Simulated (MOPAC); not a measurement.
MOPAC input (PM3):

```
PM3 FORCE THERMO(298,298) PRECISE LET CHARGE=1 GEO-OK AUX(PRECISION=9) THREADS=1
FZn

Zn    0.00000000 1    0.00000000 1   -0.38832969 1
F     0.00000000 1    0.00000000 1    1.31706250 1
```

**Question.** Which zero-point energy does it print?

**Answer.** 1.01 kcal/mol, from the harmonic wavenumbers of PM3.
